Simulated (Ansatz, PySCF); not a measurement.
Molecule: CH5O3Si, net charge 0, doublet state. It need not be the lowest isomer of its formula. SMILES: O[Si](O)(C)[O]
Geometry from a B3LYP-D3(BJ)/def2-TZVP (Ansatz, an electronic-structure program) optimisation:
```
Si
O 1 1.6339
H 2 0.9606 1 118.04
O 1 1.6461 2 105.81 3 -30.72
H 4 0.9609 1 117.34 2 159.16
O 1 1.6649 2 115.74 3 89.37
C 1 1.8587 2 108.08 3 -156.41
H 7 1.0894 1 111.90 2 -179.64
H 7 1.0899 8 108.84 1 -123.17
H 7 1.0933 8 108.90 9 -117.98
```
Charge 0, spin multiplicity 2.

Quantity: atomisation energy (electronic, to ground-state atoms), in kcal/mol. Cores are frozen in the correlated levels unless marked. UHF or UKS for open shells. No spin-orbit coupling. No relativistic terms. The coupled-cluster limit lacks core correlation, which all-electron functionals hold. CBS(X,Y): correlation extrapolated as X^-3; Hartree-Fock from the larger set. The bracket is a focal-point correction in the basis named.

| level | program | atomisation energy (kcal/mol) |
|---|---|---|
| HF-D4/def2-TZVPD | PySCF + dftd4 | ? |
| PBE-D4/def2-TZVPD | Ansatz + dftd4 | 945.6 |
| BHLYP-D3(BJ)/def2-TZVPD | Ansatz + dftd3 | 897.5 |
| B2GP-PLYP-D3(BJ)/def2-TZVPD | Ansatz + dftd3 | ? |
| CCSD/STO-3G | Ansatz | 787.1 |
| RI-MP2/CBS(cc-pV(T+d)Z,cc-pV(Q+d)Z)+[CCSD(T)-MP2]/cc-pV(T+d)Z | Ansatz | ? |

### Question
Fill in the missing entries.

### Answer

- HF-D4/def2-TZVPD, atomisation energy (kcal/mol): 685.7
- B2GP-PLYP-D3(BJ)/def2-TZVPD, atomisation energy (kcal/mol): 919.0
- RI-MP2/CBS(cc-pV(T+d)Z,cc-pV(Q+d)Z)+[CCSD(T)-MP2]/cc-pV(T+d)Z, atomisation energy (kcal/mol): 936.0
